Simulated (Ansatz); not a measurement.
A ladder of methods for CH7GaSn (SMILES [CH3][SnH2][GaH2])

CH7GaSn has 10 atoms, charge 0, and is taken as a singlet. As SMILES, `[CH3][SnH2][GaH2]`. The coordinates come from a PBE0-D4/def2-TZVP relaxation.

```jsonl
{"atom": "C", "x (Å)": "-1.6303", "y (Å)": "0.5701", "z (Å)": "-0.5239"}
{"atom": "Sn", "x (Å)": "0.2396", "y (Å)": "-0.4823", "z (Å)": "-0.6468"}
{"atom": "Ga", "x (Å)": "1.7869", "y (Å)": "-0.1426", "z (Å)": "1.4421"}
{"atom": "H", "x (Å)": "-2.2233", "y (Å)": "0.3782", "z (Å)": "-1.4183"}
{"atom": "H", "x (Å)": "-2.1880", "y (Å)": "0.2369", "z (Å)": "0.3515"}
{"atom": "H", "x (Å)": "-1.4496", "y (Å)": "1.6418", "z (Å)": "-0.4399"}
{"atom": "H", "x (Å)": "-0.1069", "y (Å)": "-2.1503", "z (Å)": "-0.8637"}
{"atom": "H", "x (Å)": "1.0398", "y (Å)": "0.0255", "z (Å)": "-2.0786"}
{"atom": "H", "x (Å)": "1.3107", "y (Å)": "0.7115", "z (Å)": "2.6777"}
{"atom": "H", "x (Å)": "3.2213", "y (Å)": "-0.7889", "z (Å)": "1.4999"}
```

Each level gives the energy change with the Sn2–H7 bond stretched from 1.717 to 1.975 Å (eV). The values are calculated.

```tsv
level	kind	program	value (eV)	less CCSD(T)/def2-SVP	CPU time (all runs)
SVWN5/def2-SVP (core potential) (restricted)	LDA	Ansatz	0.28	-0.02	13 s
BLYP/def2-SVP (core potential) (restricted)	GGA	Ansatz	0.22	-0.08	19 s
revPBE/def2-SVP (core potential) (restricted)	GGA	Ansatz	0.23	-0.07	19 s
r2SCAN/def2-SVP (core potential) (restricted)	meta-GGA	Ansatz	0.29	-0.01	36 s
B3LYP/def2-SVP (core potential) (restricted)	global hybrid	Ansatz	0.27	-0.03	24 s
MP2/def2-SVP (core potential) (restricted)	perturbation theory	Ansatz	0.34	+0.04	12 s
CCSD(T)/def2-SVP (core potential) (restricted)	coupled cluster or CI	Ansatz	0.30	0.00	2 min
CCSD/def2-SVP (core potential) (restricted)	coupled cluster or CI	Ansatz	0.31	+0.01	78 s
```

Differences are taken from CCSD(T)/def2-SVP (core potential) (restricted) for orientation; it has basis-set and higher-order errors of its own. The first shape isn't each level's own minimum. The values span 0.22 to 0.34 eV. In the correlated wave-function rows the outer d shell of Ga, Sn is correlated, in sets not made for it. CPU times are rough (shared hosts, several kinds of processor and program).
